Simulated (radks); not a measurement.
W XIX, configuration [Kr] 4d10 4f10.

Method: Dirac Kohn-Sham, relativistic LDA (MacDonald-Vosko exchange, VWN5 correlation), spin-unpolarised, spherical densities, finite nucleus; open shells fill j = l - 1/2 first; Fermi nuclear charge, rms radius 5.3658 fm; computed with a radial shooting solver on a logarithmic mesh with Libxc functionals.

Energy parts (eV):
| part | energy |
|---|---|
| total | -435419.59 |
| kinetic | 488781.50 |
| electron-nucleus | -1062071.95 |
| Hartree | 145154.46 |
| exchange-correlation | -7283.59 |

Orbitals (lengths in bohr, moments of r in powers of bohr; <r^-3> diverges for s and p1/2; r(max) is where P^2 peaks; r(90%) holds 90 % of the orbital's charge):
| orbital | occ. | eigenvalue (eV) | r(max) | <r^-3> | r(90%) | <r> |
|---|---|---|---|---|---|---|
| 1s1/2 | 2 | -69334.79 | 0.01151 | - | 0.0336 | 0.01843 |
| 2s1/2 | 2 | -12337.59 | 0.06615 | - | 0.121 | 0.07724 |
| 2p1/2 | 2 | -11831.04 | 0.04913 | - | 0.106 | 0.06387 |
| 2p3/2 | 4 | -10495.19 | 0.05594 | 16190 | 0.117 | 0.07178 |
| 3s1/2 | 2 | -3177.857 | 0.1862 | - | 0.296 | 0.2011 |
| 3p1/2 | 2 | -2949.750 | 0.1741 | - | 0.287 | 0.1910 |
| 3p3/2 | 4 | -2660.241 | 0.1881 | 3669 | 0.308 | 0.2056 |
| 3d3/2 | 4 | -2272.533 | 0.1471 | 636.3 | 0.280 | 0.1797 |
| 3d5/2 | 6 | -2209.188 | 0.1510 | 541.6 | 0.286 | 0.1843 |
| 4s1/2 | 2 | -986.5069 | 0.4198 | - | 0.637 | 0.4447 |
| 4p1/2 | 2 | -890.8600 | 0.4186 | - | 0.649 | 0.4478 |
| 4p3/2 | 4 | -820.6627 | 0.4471 | 894.5 | 0.692 | 0.4782 |
| 4d3/2 | 4 | -661.7451 | 0.4408 | 139.7 | 0.722 | 0.4861 |
| 4d5/2 | 6 | -648.2440 | 0.4495 | 117.0 | 0.735 | 0.4957 |
| 4f5/2 | 6 | -445.5451 | 0.4040 | 24.80 | 0.798 | 0.5095 |
| 4f7/2 | 4 | -442.6414 | 0.4078 | 23.84 | 0.804 | 0.5140 |
| 5s1/2 | 0 | -432.1395 | 0.8719 | - | 1.25 | 0.8964 |
| 5p1/2 | 0 | -395.3795 | 0.9016 | - | 1.30 | 0.9295 |
| 5p3/2 | 0 | -376.0848 | 0.9510 | 252.1 | 1.37 | 0.9754 |

The highest occupied level is 4f7/2 at -442.64 eV. The electron density at the nucleus is 1.402e+06 e/bohr^3. Summed over all electrons, <r^2> = 8.614 bohr^2, which gives a Langevin (diamagnetic) susceptibility term of -6.82 x 10^-6 cm^3/mol. For comparison, the ionisation energy in NIST's Atomic Spectra Database is 462 eV (semi-empirical). In exact Kohn-Sham theory the highest level is minus the ionisation energy, but local and semilocal functionals leave it too shallow, through self-interaction and a potential that decays too fast; potentials with the right tail come closer.

Beside tabulated values, note that spin-unpolarised runs miss the spin-polarisation part of the exchange energy of open shells.
